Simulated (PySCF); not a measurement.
**C₆ coefficients of unlike pairs at PBE0**

Calculated with PySCF 2.14 from the dipole response of each species, C₆(A,B) = (3/π) ∫ α_A(iu) α_B(iu) du, in atomic units, from isotropic polarisabilities. For ions this is the dispersion term alone; charge-induced terms of lower order in 1/R come first.

```json
{"species": "Sn", "configuration": "[Kr] 4d10 5s2 5p2 (3P)", "basis": "def2-QZVPPD with the def2 core potential (28 electrons) (8s6p5d4f1g)", "relativity": "core potential", "α (bohr³)": "58.42", "C₆ (like pair)": "639.1"}
{"species": "B+", "configuration": "[He] 2s2 (1S)", "basis": "dyall-acv3z (15s9p4d2f)", "relativity": "none", "α (bohr³)": "10.77", "C₆ (like pair)": "29.31"}
{"species": "Se(2+)", "configuration": "[Ar] 3d10 4s2 4p2 (3P)", "basis": "def2-TZVPPD (7s6p5d1f)", "relativity": "none", "α (bohr³)": "9.561", "C₆ (like pair)": "44.01"}
{"species": "B", "configuration": "[He] 2s2 2p1 (2P)", "basis": "aug-cc-pwCVDZ (5s4p2d)", "relativity": "none", "α (bohr³)": "21.94", "C₆ (like pair)": "107.6"}
```

Estimate C₆ for B with B+.

The integral gives 56.07. The combination rule 2 C_A C_B / (C_A α_B/α_A + C_B α_A/α_B) gives 56.04 and the geometric mean 56.15.

No spin-orbit coupling is included.

The other pairs:

```json
{"pair": "B, Sn", "C₆": "261.2"}
{"pair": "Se(2+), Sn", "C₆": "155.8"}
{"pair": "B+, Sn", "C₆": "135.9"}
{"pair": "Se(2+), B+", "C₆": "34.28"}
{"pair": "B, Se(2+)", "C₆": "64.64"}
```
